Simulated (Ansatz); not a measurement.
`[F][Sc]([Cl])[Cl]` + H–F → `[F][Sc]([F])[Cl]` + HCl at 700 K and 1 bar (ligand exchange at the Sc–Cl bond).

Isolated molecules relaxed with PBE0-D4/def2-TZVP in Ansatz; ΔE leaves out vibrations. CCSD(T)/CBS is the MP2 limit (def2-TZVPP, def2-QZVPP) plus CCSD(T) − MP2 in def2-TZVPP, frozen cores. This one scheme is used for every species. For Sc outer-core shells are correlated without core-valence functions, which leaves a few kJ/mol of doubt a bond. Scalar relativity is left out up to krypton.

```json
{"species": "`[F][Sc]([Cl])[Cl]`", "CCSD(T)/CBS energy (Eh)": "-1779.77783", "H − E (kJ/mol)": "60.1", "S (J/(mol·K))": "399.5"}
{"species": "H–F", "CCSD(T)/CBS energy (Eh)": "-100.39570", "H − E (kJ/mol)": "45.2", "S (J/(mol·K))": "198.5"}
{"species": "`[F][Sc]([F])[Cl]`", "CCSD(T)/CBS energy (Eh)": "-1419.79433", "H − E (kJ/mol)": "60.7", "S (J/(mol·K))": "385.9"}
{"species": "HCl", "CCSD(T)/CBS energy (Eh)": "-460.38127", "H − E (kJ/mol)": "38.4", "S (J/(mol·K))": "211.8"}
```

H − E and S are ideal-gas, rigid-rotor, harmonic terms from PBE0-D4/def2-TZVP. 1 Eh = 2625.50 kJ/mol, R = 8.31446 J/(mol·K).

Problem. By hand: ΔE, ΔH, ΔS and ΔG.

Solution. ΔE = (-1419.79433) + (-460.38127) − (-1779.77783) − (-100.39570) = -0.00207 Eh = -5.4 kJ/mol. Δ(H − E) = 60.7 + 38.4 − 60.1 − 45.2 = -6.2, so ΔH = -11.6 kJ/mol. ΔS = 385.9 + 211.8 − 399.5 − 198.5 = -0.3 J/(mol·K). ΔG = -11.6 − 700 × (-0.3)/1000 = -11.4 kJ/mol.

Problem. By hand: the equilibrium constant, and the temperature at which ΔG would vanish if ΔH and ΔS stayed fixed.

Solution. log₁₀ K = −ΔG/(RT ln 10) = 0.9. ΔG = 0 at ΔH/ΔS = 38667 K, far beyond where these terms or the molecules hold.

The number of gas molecules stays the same, so ΔS is small and ΔH decides. A doubt of 5 kJ/mol in ΔE shifts log₁₀ K by 0.4 here. These are equilibria of isolated gas molecules and say nothing of rates. Largest T1 diagnostic: 0.016 (customary marks: 0.02 for closed shells, 0.045 for open ones).
